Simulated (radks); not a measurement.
Task: Pd, configuration [Kr] 4d10. All-electron calculation, scalar-relativistic Kohn-Sham, exchange-only PBE, spin-polarised, spherical densities, point nucleus. Program: a radial shooting solver on a logarithmic mesh with Libxc functionals. Some entries of the table are withheld. Estimate them.

orbital  occ.  eigenvalue (eV)  <r> (bohr)  <r^2> (bohr^2)
1s          2        -24167.07     0.03185        0.001371
2s          2        -3527.818         (1)         0.02256
2p          6        -3162.879      0.1206         0.01777
3s          2        -635.2027      0.3794          0.1647
3p          6              (2)      0.3788          0.1667
3d         10        -324.7855      0.3577          0.1527
4s          2         -84.6208      0.9463             (3)
4p          6              (4)       1.044           1.252
4d         10          -3.3238         (5)           3.407

Result: 
(1) 2s <r> (bohr): 0.1383
(2) 3p eigenvalue (eV): -515.2771
(3) 4s <r^2> (bohr^2): 1.016
(4) 4p eigenvalue (eV): -50.4647
(5) 4d <r> (bohr): 1.615
